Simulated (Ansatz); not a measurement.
An input meant for Ti6O22H20 (charge 0, singlet).

```yaml
crystal:
  periodic: [false, false, false]
  atoms:
    - {symbol: Ti, position_ang: [-0.256323, -0.182823, 2.621480]}
    - {symbol: Ti, position_ang: [-0.548867, 0.006188, -2.471009]}
    - {symbol: Ti, position_ang: [-1.886281, 1.803150, 0.363108]}
    - {symbol: Ti, position_ang: [-1.943105, -1.777214, -0.027573]}
    - {symbol: Ti, position_ang: [1.610857, 2.383495, -0.461166]}
    - {symbol: Ti, position_ang: [1.599463, -1.321971, 0.084805]}
    - {symbol: O, position_ang: [-3.655494, -2.374578, -0.043359]}
    - {symbol: O, position_ang: [-1.951648, -1.317262, -1.954720]}
    - {symbol: O, position_ang: [-1.081045, -3.300783, 0.134340]}
    - {symbol: O, position_ang: [-1.866282, -1.316717, 1.990232]}
    - {symbol: O, position_ang: [-1.336965, 0.442003, -4.047380]}
    - {symbol: O, position_ang: [-3.041232, 3.103104, 0.811509]}
    - {symbol: O, position_ang: [-1.744926, 1.522172, -1.559082]}
    - {symbol: O, position_ang: [-1.074082, 1.295497, 1.883376]}
    - {symbol: O, position_ang: [-2.960464, 0.207566, 0.287383]}
    - {symbol: O, position_ang: [0.740907, -0.998386, -3.087004]}
    - {symbol: O, position_ang: [-0.088656, -0.645591, -0.320607]}
    - {symbol: O, position_ang: [2.596046, -1.691489, -1.584316]}
    - {symbol: O, position_ang: [1.406628, -3.208377, -0.100800]}
    - {symbol: O, position_ang: [0.717130, -1.809721, 1.966632]}
    - {symbol: O, position_ang: [-0.669297, -0.339517, 4.364329]}
    - {symbol: O, position_ang: [3.064714, -1.003025, 1.341413]}
    - {symbol: O, position_ang: [0.760109, 1.559264, -2.153020]}
    - {symbol: O, position_ang: [-0.263980, 3.034714, -0.112376]}
    - {symbol: O, position_ang: [2.648690, 3.595411, -1.281636]}
    - {symbol: O, position_ang: [2.477496, 0.625233, -0.425785]}
    - {symbol: O, position_ang: [1.445038, 0.543922, 2.646074]}
    - {symbol: O, position_ang: [1.966937, 2.611772, 1.253559]}
    - {symbol: H, position_ang: [-4.337353, -1.678339, -0.119963]}
    - {symbol: H, position_ang: [-2.801465, -1.254770, -2.425342]}
    - {symbol: H, position_ang: [-0.071292, -3.455282, -0.044260]}
    - {symbol: H, position_ang: [-2.088863, -2.079644, 2.557142]}
    - {symbol: H, position_ang: [-0.957799, 0.014462, -4.838626]}
    - {symbol: H, position_ang: [-3.679333, 3.468861, 0.170478]}
    - {symbol: H, position_ang: [-1.298349, 2.313915, -1.929566]}
    - {symbol: H, position_ang: [-3.116665, -0.026458, 1.234103]}
    - {symbol: H, position_ang: [1.571718, -1.385803, -2.570038]}
    - {symbol: H, position_ang: [3.167497, -0.904186, -1.695466]}
    - {symbol: H, position_ang: [1.899015, -3.493824, -0.897222]}
    - {symbol: H, position_ang: [0.085777, -2.536647, 1.777371]}
    - {symbol: H, position_ang: [-0.018752, -0.133596, 5.059516]}
    - {symbol: H, position_ang: [3.163250, -1.791416, 1.910973]}
    - {symbol: H, position_ang: [1.519013, 1.341300, -2.731236]}
    - {symbol: H, position_ang: [-0.167115, 3.579149, 0.697047]}
    - {symbol: H, position_ang: [3.295746, 4.145718, -0.802531]}
    - {symbol: H, position_ang: [3.199844, 0.574290, 0.240051]}
    - {symbol: H, position_ang: [2.214659, -0.040841, 2.321252]}
    - {symbol: H, position_ang: [1.755121, 1.897094, 1.967901]}
basis:
  gaussian: {orbitals: 6-31G}
hamiltonian: {xc: {name: HF}}
correlation: {method: mp2, frozen_orbitals: {Ti: 9}}
scf: {lower_state_search: off}
```

```sh
$ ansatz run in.yaml --threads 2 --pin off --events-out ev --progress --plain --max-ram 32768MiB --backend cuda --devices 0, --max-vram 18GiB
```

It prints (some lines left out):

```
Functional definition: HF
Error: "frozen_orbitals" has no count for O
```

In this input frozen orbitals are typed for one element alone, and the program wants a count for each (the count typed has to fit that element's core, too). The input was rejected before any iteration.
